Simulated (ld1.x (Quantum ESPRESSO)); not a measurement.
**Before and after: TM potential for Ru**

- Element: ruthenium (Ru)
- Generator: ld1.x (Quantum ESPRESSO) 7.5
- Type: norm-conserving Troullier–Martins (Kleinman–Bylander form)
- Functional: PBE
- Relativity: scalar-relativistic
- Frozen core: [Kr]
- Valence charge: 8
- Reference configuration: 4d7 5s1 5p0
- Partial waves: 5s (bound): rc 2.95 bohr; 5p (bound, empty): rc 4.20 bohr; 4d (bound): rc 1.40 bohr
- Local potential: the d channel
- Core correction: none

Change: wave 4d (bound): rc 1.40 bohr becomes 4d (bound): rc 1.28 bohr.

Cutoffs: the cutoffs (Ry, on a coarse ladder) from which the occupation-weighted sum of valence levels, in a spherical-Bessel basis at the reference potential, stays within 10 and 1 mRy of its value at 400 Ry; they do not see the model core or the augmentation charge, which bear on the density cutoff. Errors are all-electron minus pseudo energies relative to the spin-unpolarised reference configuration.

Problem. What does the change do?

Solution. The potential gets harder (55 Ry and 70 Ry → 60 Ry and 80 Ry); both files keep a bound ghost (p, s); the errors of the 6 common tests hardly move. A smaller radius makes the pseudo-wave follow the all-electron one further in, where it bends more sharply, so more plane waves are needed.

```tsv
quantity	base	changed
cutoff, loose	55 Ry	60 Ry
cutoff, tight	70 Ry	80 Ry
bound ghosts	s, p	s, p
tests counted (converged, no solver errors)	6 of 7	6 of 7
error for 4d7 5s0 5p0, meV [ΔE 7.29 eV]	+10	+10
error for 4d6 5s0 5p0, meV [ΔE 25.48 eV]	+47	+48
error for 4d5 5s0 5p0, meV [ΔE 56.10 eV]	-16	-14
error for 4d4 5s0 5p0, meV [ΔE 100.61 eV]	-282	-279
error for 4d7 5s0 5p1, meV [ΔE 3.46 eV]	+5.6	+5.6
error for 4d6 5s1 5p0, meV [ΔE 10.11 eV]	-14	-13
s: phases at 4.53 bohr within 0.05 rad from the reference energy up to (Ry; the scan ends near 5)	0.7	0.7
p: phases at 4.53 bohr within 0.05 rad from the reference energy up to (Ry; the scan ends near 5)	1.1	1.1
d: phases at 4.53 bohr within 0.05 rad from the reference energy up to (Ry; the scan ends near 5)	to the end of the scan	to the end of the scan
```

Base: Tests not counted: 4d6 5s1 5p1 (solver errors, printed error -2.0 eV). These tests converged, but a pseudo level misses the all-electron one widely, so the file describes the atom poorly there or has found another state: 4d4 5s0 5p0: empty 5s by 8.0 eV. Changed file: Tests not counted: 4d6 5s1 5p1 (solver errors, printed error -2.4 eV). These tests converged, but a pseudo level misses the all-electron one widely, so the file describes the atom poorly there or has found another state: 4d4 5s0 5p0: empty 5s by 8.2 eV. A true bound ghost makes a file unfit for plane-wave use even where its test errors are small: the radial tests pick states by their node count and pass the ghost by. Where a test does run into it, the solver fails or the error is huge.
